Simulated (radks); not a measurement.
Results of a calculation; reference values are marked as such.
Trend from Mg3+ to Ar3+: ionisation energy by Delta-SCF between NIST ground configurations, and size. Level of theory: non-relativistic Kohn-Sham, r2SCAN, spin-unpolarised, spherical densities, point nucleus; meta-GGA in the generalised Kohn-Sham scheme (a radial shooting solver on a logarithmic mesh with Libxc functionals).

species  configuration  IE (eV)  NIST (eV)       kind  -e(HOMO) (eV)  r at 0.001 e/bohr^3 (bohr)
Mg3+      [He] 2s2 2p5   113.39     109.27  semi-emp.    97.431 (2p)                        2.03
Al3+              [Ne]   122.68     119.99       exp.    105.74 (2p)                        1.96
Si3+          [Ne] 3s1   43.950     45.142       exp.    39.193 (3s)                        3.06
P3+           [Ne] 3s2   51.891     51.444       exp.    45.710 (3s)                        3.09
S3+       [Ne] 3s2 3p1   46.522      47.22  semi-emp.    40.132 (3p)                        3.11
Cl3+      [Ne] 3s2 3p2   52.165       53.2  semi-emp.    45.139 (3p)                        3.05
Ar3+      [Ne] 3s2 3p3   57.740       59.6  semi-emp.    50.140 (3p)                        2.97

Reference values: NIST Atomic Spectra Database (exp. = measured, semi-emp. = semi-empirical, theory = theoretical value adopted there). Spin polarisation and multiplet splitting are left out, so open shells lie too high by an amount that depends on their filling.

Beside tabulated values, note that spin-unpolarised runs miss the spin-polarisation part of the exchange energy of open shells.
